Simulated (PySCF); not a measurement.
PySCF 2.14 output of an unrestricted B3LYP calculation on a single atom or ion in cc-pVDZ-PP with ECP28MDF (4s4p3d1f, 38 functions), with scalar relativity through the core potential:

```
SCF conv_tol = 1e-09
number electrons alpha = 9  beta = 8
    P. J. Stephens, F. J. Devlin, C. F. Chabalowski, and M. J. Frisch.,  J. Phys. Chem. 98, 11623 (1994)
cycle= 1 E= -145.880210285781  delta_E= -0.00515  |g|= 0.0512  |ddm|= 0.226
cycle= 2 E= -145.88029243186  delta_E= -8.21e-05  |g|= 0.0485  |ddm|= 0.107
cycle= 3 E= -145.880855754734  delta_E= -0.000563  |g|= 0.000386  |ddm|= 0.0525
cycle= 4 E= -145.880855928627  delta_E= -1.74e-07  |g|= 9.52e-05  |ddm|= 0.00091
cycle= 5 E= -145.880855946495  delta_E= -1.79e-08  |g|= 1.65e-05  |ddm|= 0.000344
cycle= 6 E= -145.880855947073  delta_E= -5.78e-10  |g|= 1.57e-06  |ddm|= 7.12e-05
converged SCF energy = -145.880855947073  <S^2> = 0.75068259  2S+1 = 2.0006825
```

The run itself started from symmetry-adapted Hartree-Fock orbitals and held the occupation by maximum overlap, on a logarithmic radial grid, so the iterations belong to that start.

Task: Which element, charge and spin multiplicity is this?

Result: Ag²⁺ (silver, charge +2), multiplicity 2; the state was [Kr] 4d9, 2D determinant.

Energies and moments cover only the electrons outside the core potential.
